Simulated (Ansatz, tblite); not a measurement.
Removing an electron: Sn(SMe)H3 (CH₆SSn). Charge 0, multiplicity 1. Geometry: r2SCAN-D4/def2-SVP. Ansatz, gas phase; energy differences of separate SCF runs; the oxidised species was run as a doublet alone.

```xyz
9

Sn    0.484    0.893   -1.270
S     0.806    0.441    1.091
C    -0.446   -0.876    1.327
H    -1.464   -0.516    1.114
H    -0.394   -1.164    2.387
H    -0.229   -1.764    0.714
H     0.843   -0.521   -2.175
H     1.553    2.169   -1.654
H    -1.152    1.339   -1.534
```

In the def2 sets Sn takes a core potential; there is no spin–orbit coupling. The xTB rows come from tblite.

| level | −HOMO (eV) | vertical IE (eV) | −LUMO (eV) | HOMO–LUMO gap (eV) |
| --- | --- | --- | --- | --- |
| GFN1-xTB | 10.72 | 14.30 | 5.74 | 4.98 |
| GFN2-xTB | 10.07 | 13.35 | 6.67 | 3.41 |
| PBE-D4/def2-TZVP | 5.51 | 8.65 | 1.36 | 4.14 |
| r2SCAN-D4/def2-TZVP | 5.75 | 8.68 | 1.06 | 4.69 |
| PBE0-D4/def2-TZVP | 6.70 | 8.75 | 0.54 | 6.16 |

 Raw xTB energy differences between charge states are shifted by several eV; the methods need an empirical correction for them.
